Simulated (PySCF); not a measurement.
## Excitation energy of Mg by level of theory

Mg [Ne] 3s2 (1S) → Mg [Ne] 3d2 (3F), as a difference of total energies. Calculation: PySCF 2.14, in aug-cc-pCVTZ; the non-relativistic Hamiltonian (point nucleus). Correlated levels: nothing frozen. The calculations carry no spin-orbit coupling.

```
                 method  excitation energy (eV)
                    UHF                  13.430
    MP2 (all electrons)                  14.235
SCS-MP2 (all electrons)                  14.380
   CCSD (all electrons)                  14.231
CCSD(T) (all electrons)                  14.260
```

How much does correlation contribute at CCSD(T) (all electrons)?

14.260 − (13.430) = 0.830 eV, measured against UHF.

The upper state lies above the first ionisation limit, where it may autoionise and the basis confines it.

The promoted electron is Rydberg-like, and one or two diffuse shells describe it only roughly, which tends to raise the upper state.

The coupled-cluster amplitudes are large for the upper state (T1 above 0.03 or a double amplitude above 0.15), so a single reference is strained.
